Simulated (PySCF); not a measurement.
## Ionisation energy of Mn⁺ by level of theory

Mn⁺ [Ar] 3d5 4s1 (7S) → Mn²⁺ [Ar] 3d5 (6S), as a difference of total energies. Calculation: PySCF 2.14, in x2c-SVPall (5s3p3d1f, 36 functions); the spin-free X2C one-electron Hamiltonian (Gaussian nucleus). Correlated levels: valence: [Ar] frozen. The calculations carry no spin-orbit coupling.

```
           method  ionisation energy (eV)
              UHF                  14.800
              LDA                  16.305
             PBE0                  15.808
    MP2 (valence)                  14.998
SCS-MP2 (valence)                  14.866
```

Errors of the correlated levels include the incompleteness of this basis and the frozen core.

**Question.** Which method comes closest to the reference value, and which is furthest?

**Answer.** The reference is 15.640 eV (measured; NIST Atomic Spectra Database, ionization energies). Closest: PBE0 (error 0.168 eV); furthest: UHF (error -0.840 eV).
